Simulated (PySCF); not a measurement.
**As2B2Cl4H4: core ionisation energies**

(Cl2B-mu-AsH2)2.
Bonds: B1–Cl2, B1–Cl3, B1–As4, B1–As8, As4–B5, B5–Cl6, B5–Cl7, B5–As8. Hydrogens: H9, H10 on As4; H11, H12 on As8.

Theory: delta-SCF UKS SCAN, pcX-2 on the ionised atom, pcseg-1 elsewhere, spin-free X2C in PySCF 2.14.0. Each binding energy is the total energy of the core-ionised species, with the hole localised on one atom, minus that of the ground state; both are solved self-consistently, so orbital relaxation is included.

**Question.** Give the core binding energies atom by atom.

**Answer.** 
```csv
atom(s),environment,level,binding energy (eV),2p1/2 (eV),count
Cl2/Cl3/Cl6/Cl7,chlorine bonded to B,Cl 1s,2828.35,–,4
Cl2/Cl3/Cl6/Cl7,chlorine bonded to B,Cl 2p3/2,205.76,207.41,4
B1/B5,boron bonded to 2 As and 2 Cl,B 1s,197.74,–,2
```

**Question.** Which photon energy gives electrons from Cl 1s of Cl2 (atom 2)/Cl3/Cl6/Cl7 a kinetic energy of 50 eV, and what is their de Broglie wavelength?

**Answer.** hν = 2828.35 + 50 = 2878.35 eV, recoil neglected; λ = 12.264 Å/√(E/eV) = 1.73 Å.

**Question.** Give the binding energy of Cl 1s of Cl2/Cl3/Cl6/Cl7 in hartree and in kJ/mol.

**Answer.** 2828.35 eV = 103.9399 Eh = 272894 kJ/mol.

Topologically equivalent atoms share the value of their first member; where this conformer doesn't relate them by symmetry, their own values could differ. Spin–orbit coupling isn't in the SCF: each 2p doublet comes from a relaxed spin-free hole plus a matrix of the shell (mean-field spin–orbit coupling and the ground-state 2p splitting), with 2p3/2 averaged over its two sublevels. 2p1/2 minus 2p3/2 (ligand field included): Cl 1.65 eV. No level of arsenic is listed. One conformer (not necessarily the lowest) at the PBE0-D3(BJ)/def2-SVP geometry, without solvent, vibrations or thermal averaging.
